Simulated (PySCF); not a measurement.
## Electric field gradients and quadrupole coupling constants

Species: C5H9FO.
Numbering: `[CH3:1][CH2:2]/[C:3]([F:4])=[CH:5]/[O:6][CH3:7]` (hydrogens: H8, H9, H10 on C1; H11, H12 on C2; H13 on C5; H14, H15, H16 on C7)

Structure used (GFN2-xTB), in Å, numbered top down from 1:
```
atom  x, y, z in Å
C1    -2.348    0.515    0.714
C2    -1.554   -0.145   -0.415
C3    -0.080   -0.030   -0.180
F4     0.389    1.234   -0.408
C5     0.708   -1.018    0.233
O6     2.033   -1.068    0.503
C7     2.797    0.110    0.349
H8    -2.080    1.565    0.799
H9    -2.137    0.025    1.662
H10   -3.415    0.445    0.515
H11   -1.793    0.352   -1.359
H12   -1.822   -1.198   -0.498
H13    0.261   -1.989    0.395
H14    3.814   -0.161    0.623
H15    2.779    0.464   -0.685
H16    2.440    0.907    1.006
```

Field gradients from the PBE0/pcSseg-1 density (PySCF, non-relativistic), principal values in atomic units, ordered |Vxx| ≤ |Vyy| ≤ |Vzz|:

```json
{"atom": "O6", "Vxx": "-0.2637", "Vyy": "-1.6801", "Vzz": "1.9438"}
```

**Question.** Find the asymmetry η = (Vxx − Vyy)/Vzz and the couplings χ = eQV/h (234.96 MHz × Q in barn × V in au), with Q(17O) = −0.0256 b.

**Answer.** 
```csv
atom,environment,nucleus,η,χzz (MHz),χxx (MHz),χyy (MHz)
O6,ether oxygen,17O,0.73,-11.69,1.59,10.11
```

The tensor is traceless: Vxx + Vyy + Vzz = 0.

**Question.** What is Vzz at O6 in SI units (1 au = 9.71736 × 10²¹ V/m²)?

**Answer.** 1.9438 au = 18.889 × 10²¹ V/m².

**Question.** And the gradient at the other heavy atoms, for which no coupling is worked out here?

**Answer.** 
```csv
atom,environment,Vzz (au),η
C1,methyl carbon,0.083,0.16
C2,allylic carbon,0.081,0.83
C3,vinylic C–F carbon,0.502,0.43
F4,vinyl fluorine,2.970,0.08
C5,vinylic carbon bearing oxygen,-0.277,0.63
C7,methoxy carbon,0.444,0.05
```

Were the hydrogens deuterons (Q(2H) = 0.00286 b), χzz would run from 198 kHz (H15 and H16) to 216 kHz (H13).

One conformer (not necessarily the lowest) at the GFN2-xTB geometry, without solvent, vibrations or thermal averaging. GFN2-xTB bond lengths can be off by several hundredths of an ångström, more for odd bonds, and the gradients follow them. With so small a basis the couplings can be 20 % off.

These values come from a run that also computed NMR shieldings. Hardware: Arm Neoverse V1, one thread, shared host with 32 logical CPUs at a one-minute load of 15. Cost: 19 s of wall time, 0.74 GiB resident at most.
